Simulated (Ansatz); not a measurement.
Total energies of the cluster ZnCl2⁻ (the lowest doublet isomer of a short search) from Ansatz at CCSD(T)/def2-TZVPPD, gas phase (1 Eh = 27.2114 eV = 2625.5 kJ/mol). The reference geometry is relaxed at r2SCAN-D4/def2-TZVPD.

```xyz
3

Zn    0.3817    0.6461    0.2819
Cl   -1.8522    0.3416    0.5856
Cl    1.4705   -0.9877   -0.8675
```

```tsv
state	geometry	energy (Eh)
charge -1 doublet	reference	-2697.87980
charge 0 singlet	reference	-2697.79926
charge -1 quartet	relaxed at r2SCAN-D4/def2-TZVPD	-2697.69388
```

Correlated methods freeze 19 core orbitals.

(1) Work out the vertical ionisation energy to the singlet.

(2) Which of the charge -1 states is lowest, and how far above it are the others?

(1) E(charge 0 singlet) − E(charge -1 doublet) = -2697.79926 − (-2697.87980) = 0.08054 Eh = 2.19 eV.

(2) The doublet. quartet: -2697.69388 − (-2697.87980) = 0.18592 Eh = 488.1 kJ/mol.

At CCSD(T)/def2-TZVPPD the highest occupied level of the charge -1 quartet lies above zero (up to 0.12 eV). It is a level of α spin, whose loss leaves a triplet; that state wasn't run at this geometry and level. The electron is either unbound and held by the finite basis, or the level is raised by self-interaction error. 

The structure comes from a short search, and lower isomers may exist.
